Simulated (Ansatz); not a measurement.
Born–Oppenheimer molecular dynamics of BH5O2S (9 atoms, charge 0, multiplicity 1). It starts at the highest image of a converged band. Of that band: The profile has 3 maxima (images 2, 7, 9) with wells between them (images 5, 8): this band takes more than one step, which may be the mechanism or a detour left from its start path. A vibrational analysis at the climbing image gives one clearly imaginary mode, 996i cm⁻¹: a first-order saddle point.

These are results of Ansatz, RKS PBE-D4/6-31G*, not measurements.

* ensemble: NVE (velocity Verlet)
* time step: 0.5 fs
* steps asked: 200
* starting velocities drawn for: 300 K
* seed: 8962

First frame:

```xyz
9
Properties=species:S:1:pos:R:3
B -0.052 0.078 0.074
O -0.006 -0.075 1.632
H -0.826 -0.513 1.950
H 1.020 -0.109 -0.430
O -1.158 -0.465 -0.567
H -2.011 -0.230 -0.156
S -0.148 2.281 0.393
H -1.505 2.375 0.324
H -0.140 1.183 1.611
```

Question: What does the run give?

Answer: All steps were run.

- steps done: 200
- time covered: 100 fs
- mean temperature over the second half: 1214 K
- spread of the potential energy over the second half: 7.1 meV per atom
- mean potential energy of the second half above the start: -91.9 meV per atom

The conserved energy stayed within 0.16 meV per atom of its start (net change 0.013 meV per atom), so the integration is sound. The kinetic energy rose, since the run started high on the potential surface and went downhill. It ends in pieces (BH3O2 + H2S), so much of that is their flight and rotation, not heat. A run of 0.1 ps of so small a system gives no equilibrium averages. The orbitals stay closed-shell, which can raise the energy where a bond breaks towards radicals; this wasn't checked here.

Question: What happens to the structure?

Answer: Between its relaxed ends the band would form B1–S7, O2–H9 and break B1–O2, S7–H9. These pairs go: B1–S7 2.23 → 4.52 Å, O2–H9 1.26 → 5.94 Å, B1–O2 1.57 → 1.39 Å, S7–H9 1.64 → 1.43 Å. In the last frame they stand as before the step (other bonds may differ from the relaxed reactants and products). It ends as BH3O2 + H2S. Pairs count as bonded within 1.25 times the sum of covalent radii (0.12 Å more for H–H). This is one draw of velocities; another would differ in detail.

Question: How do temperature and energy run in time?

Answer: 
```csv
time (fs),T (K),potential energy less start (eV),conserved less start (meV/atom)
0,300,0.000,0.00
8,251,0.046,0.09
16,639,-0.307,-0.06
24,888,-0.532,-0.09
32,852,-0.499,0.06
40,1058,-0.685,0.13
48,1175,-0.791,0.08
56,1199,-0.813,-0.02
64,1284,-0.891,-0.11
72,1155,-0.773,0.08
80,1234,-0.845,0.04
88,1307,-0.912,-0.07
96,1198,-0.813,-0.02
```

Time of the run: 7.3 min on 1 thread of Arm Neoverse V1, on a shared host, peak memory 0.12 GiB.
